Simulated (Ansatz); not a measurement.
Calculated with Ansatz (gas phase, PBE0-D4/def2-TZVP geometries, no zero-point term in ΔE). CBS: MP2 limit from def2 TZ/QZ plus the TZ coupled-cluster correction, frozen cores. Functionals use def2-TZVPP. Each species was taken in one conformer, which may not be the lowest.

Consider the isomerisation: `BC(C)C=N` → `CC1(C)BN1`.

```tsv
level	ΔE (kcal/mol)
r2SCAN-D4	-16.7
B2PLYP	-13.9
CCSD/def2-TZVPP	-12.7
CCSD(T)/def2-TZVPP	-13.2
MP2/def2-QZVPP	-17.0
SCS-MP2/def2-QZVPP	-14.1
MP2/CBS(def2)	-17.5
CCSD/CBS(def2)	-14.0
```

**Question.** What does CCSD(T)/CBS give? (Best estimate.)

**Answer.** Ansatz gave: -14.5 kcal/mol. The listed levels differ from it by -2.2, 0.6, 1.8, 1.3, -2.5, 0.4, -3.0, 0.5 kcal/mol.

Largest T1 diagnostic among the species: 0.012.

In def2-TZVPP, CCSD(T) changes the Hartree–Fock value by −6.6 kcal/mol (the triples alone add −0.5 kcal/mol) and MP2 by −9.6 kcal/mol.
